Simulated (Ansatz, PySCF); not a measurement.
Dissociation curve of SMILES F[SiH3]. The Si1–F5 bond (Si1 also carries H, H, H; F5 carries nothing else) is varied alone, starting from the PBE0/def2-TZVP optimised geometry.

Levels: UHF/6-31G (PySCF); RHF/6-31G (PySCF); UKS-TPSSh = unrestricted TPSSh/6-31G (PySCF); RKS-TPSSh = PySCF 2.14.0 with restricted TPSSh/6-31G; UKS-PBE0 = PySCF with unrestricted PBE0/6-31G; RKS-PBE0 = PySCF 2.14.0 with restricted PBE0/6-31G; UKS-BLYP = PySCF with unrestricted BLYP/6-31G; RKS-BLYP = restricted BLYP/6-31G in PySCF 2.14.0; UKS-PBE = unrestricted PBE/6-31G (Ansatz, a quantum-chemistry and plane-wave program); RKS-PBE = restricted PBE/6-31G (Ansatz); UKS-B3LYP/6-31G* = unrestricted B3LYP/6-31G*, spherical d (PySCF 2.14.0); RKS-B3LYP/6-31G* = restricted B3LYP/6-31G*, spherical d in PySCF; UKS-M06-2X/6-31G* = unrestricted M06-2X/6-31G*, spherical d run with PySCF 2.14.0; RKS-M06-2X/6-31G* = restricted M06-2X/6-31G*, spherical d (PySCF).

Scanned distances (Å): 1.28, 1.36, 1.42, 1.52, 1.56, 1.60, 1.63, 1.70, 1.74, 1.86, 2.00, 2.15, 2.40, 2.62, 2.91, 3.18, 3.56, 3.95, 4.35, 4.83, 5.59.

Question: Where does the unrestricted solution first break spin symmetry (<S²> of 0.01 or more)?

Answer: UHF: between 2.15 and 2.40 Å; UKS-TPSSh: between 2.62 and 2.91 Å; UKS-PBE0: between 2.40 and 2.62 Å; UKS-BLYP: between 2.62 and 2.91 Å; UKS-PBE: between 2.62 and 2.91 Å; UKS-B3LYP/6-31G*: between 2.62 and 2.91 Å; UKS-M06-2X/6-31G*: between 2.40 and 2.62 Å.

| R / Å | <S²> UHF | E(RHF) − E(UHF) / mEh | <S²> UKS-TPSSh | E(RKS-TPSSh) − E(UKS-TPSSh) / mEh | <S²> UKS-PBE0 | E(RKS-PBE0) − E(UKS-PBE0) / mEh | <S²> UKS-BLYP | E(RKS-BLYP) − E(UKS-BLYP) / mEh | <S²> UKS-PBE | E(RKS-PBE) − E(UKS-PBE) / mEh | <S²> UKS-B3LYP/6-31G* | E(RKS-B3LYP/6-31G*) − E(UKS-B3LYP/6-31G*) / mEh | <S²> UKS-M06-2X/6-31G* | E(RKS-M06-2X/6-31G*) − E(UKS-M06-2X/6-31G*) / mEh |
|---|---|---|---|---|---|---|---|---|---|---|---|---|---|---|
| 1.28 | 0.00 | 0.0 | 0.00 | 0.0 | 0.00 | 0.0 | 0.00 | 0.0 | 0.00 | 0.0 | 0.00 | 0.0 | 0.00 | 0.0 |
| 1.36 | 0.00 | 0.0 | 0.00 | 0.0 | 0.00 | 0.0 | 0.00 | 0.0 | 0.00 | 0.0 | 0.00 | 0.0 | 0.00 | 0.0 |
| 1.42 | 0.00 | 0.0 | 0.00 | 0.0 | 0.00 | 0.0 | 0.00 | 0.0 | 0.00 | 0.0 | 0.00 | 0.0 | 0.00 | 0.0 |
| 1.52 | 0.00 | 0.0 | 0.00 | 0.0 | 0.00 | 0.0 | 0.00 | 0.0 | 0.00 | 0.0 | 0.00 | 0.0 | 0.00 | 0.0 |
| 1.56 | 0.00 | 0.0 | 0.00 | 0.0 | 0.00 | 0.0 | 0.00 | 0.0 | 0.00 | 0.0 | 0.00 | 0.0 | 0.00 | 0.0 |
| 1.60 | 0.00 | 0.0 | 0.00 | 0.0 | 0.00 | 0.0 | 0.00 | 0.0 | 0.00 | 0.0 | 0.00 | 0.0 | 0.00 | 0.0 |
| 1.63 | 0.00 | 0.0 | 0.00 | 0.0 | 0.00 | 0.0 | 0.00 | 0.0 | 0.00 | 0.0 | 0.00 | 0.0 | 0.00 | 0.0 |
| 1.70 | 0.00 | 0.0 | 0.00 | 0.0 | 0.00 | 0.0 | 0.00 | 0.0 | 0.00 | 0.0 | 0.00 | 0.0 | 0.00 | 0.0 |
| 1.74 | 0.00 | 0.0 | 0.00 | 0.0 | 0.00 | 0.0 | 0.00 | 0.0 | 0.00 | 0.0 | 0.00 | 0.0 | 0.00 | 0.0 |
| 1.86 | 0.00 | 0.0 | 0.00 | 0.0 | 0.00 | 0.0 | 0.00 | 0.0 | 0.00 | 0.0 | 0.00 | 0.0 | 0.00 | 0.0 |
| 2.00 | 0.00 | 0.0 | 0.00 | 0.0 | 0.00 | 0.0 | 0.00 | 0.0 | 0.00 | 0.0 | 0.00 | 0.0 | 0.00 | 0.0 |
| 2.15 | 0.00 | 0.0 | 0.00 | 0.0 | 0.00 | 0.0 | 0.00 | 0.0 | 0.00 | 0.0 | 0.00 | 0.0 | 0.00 | 0.0 |
| 2.40 | 0.39 | 3.7 | 0.00 | 0.0 | 0.00 | 0.0 | 0.00 | 0.0 | 0.00 | 0.0 | 0.00 | 0.0 | 0.00 | 0.0 |
| 2.62 | 0.74 | 24.4 | 0.00 | 0.0 | 0.10 | 0.3 | 0.00 | 0.0 | 0.00 | 0.0 | 0.00 | 0.0 | 0.11 | 0.4 |
| 2.91 | 0.90 | 56.9 | 0.37 | 4.1 | 0.45 | 7.4 | 0.04 | 0.0 | 0.09 | 0.2 | 0.35 | 4.1 | 0.49 | 10.4 |
| 3.18 | 0.96 | 84.7 | 0.56 | 11.9 | 0.62 | 17.2 | 0.35 | 2.7 | 0.38 | 3.5 | 0.55 | 12.1 | 0.70 | 23.7 |
| 3.56 | 0.99 | 117.8 | 0.71 | 22.7 | 0.77 | 30.6 | 0.57 | — | 0.59 | 10.4 | 0.71 | 23.8 | 0.85 | 41.4 |
| 3.95 | 1.00 | 144.5 | 0.79 | 31.6 | 0.85 | 42.1 | 0.68 | — | 0.69 | 16.7 | 0.79 | 33.8 | 0.95 | 57.5 |
| 4.35 | 1.00 | 165.3 | 0.84 | 38.2 | 0.90 | 51.0 | 0.74 | — | 0.75 | 21.4 | 0.85 | 41.5 | 1.00 | 70.4 |
| 4.83 | 1.01 | 183.0 | 0.87 | 43.5 | 0.94 | 58.4 | 0.77 | — | 0.78 | 25.1 | 0.88 | 47.9 | 1.00 | 82.7 |
| 5.59 | 1.01 | 200.6 | 0.89 | 48.2 | 0.97 | 65.4 | 0.80 | — | 0.81 | 28.1 | 0.91 | 53.8 | 1.00 | 94.1 |

Dashes: no converged value, or the column stops at the first point that the program doubted or that broke a chosen test of continuity, which isn't proof of a fault.
